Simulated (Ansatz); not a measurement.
**Worked example: vertical energy of the triplet above the singlet of Be2H4 ((HBe-mu-H)2)**

Be2H4 has 6 atoms, charge 0, and is taken as a singlet. Geometry: a GFN2-xTB relaxation, a rough one for these elements and not checked as a minimum.

```xyz
6

Be   -0.4673    0.9053    0.0841
H    -1.0484    2.0533    0.2008
H    -0.9463   -0.4894    0.0779
Be    0.4661   -0.9049   -0.0868
H     1.0500   -2.0537   -0.1891
H     0.9459    0.4893   -0.0869
```

Both states at this one shape; open shells run unrestricted unless said. 1 Eh = 27.2114 eV.

```tsv
level	program	singlet Be2H4 (Eh)	triplet Be2H4 (Eh)
SVWN5/STO-3G	Ansatz	-30.964396	-30.791399
PBE/STO-3G	Ansatz	-31.362282	-31.184388
revPBE/STO-3G	Ansatz	-31.439091	-31.258760
RPA@PBE/STO-3G	Ansatz	-31.278242	-31.103283
```

Work out the vertical gap, second state less first, at each level.


1. SVWN5/STO-3G: -30.791399 − (-30.964396) = 0.172997 Eh = 4.71 eV.
2. PBE/STO-3G: -31.184388 − (-31.362282) = 0.177894 Eh = 4.84 eV.
3. revPBE/STO-3G: -31.258760 − (-31.439091) = 0.180331 Eh = 4.91 eV.
4. RPA@PBE/STO-3G: -31.103283 − (-31.278242) = 0.174959 Eh = 4.76 eV.

No measured value is set beside it here; the levels span 4.71 to 4.91 eV. Minimal sets are far from the basis-set limit.
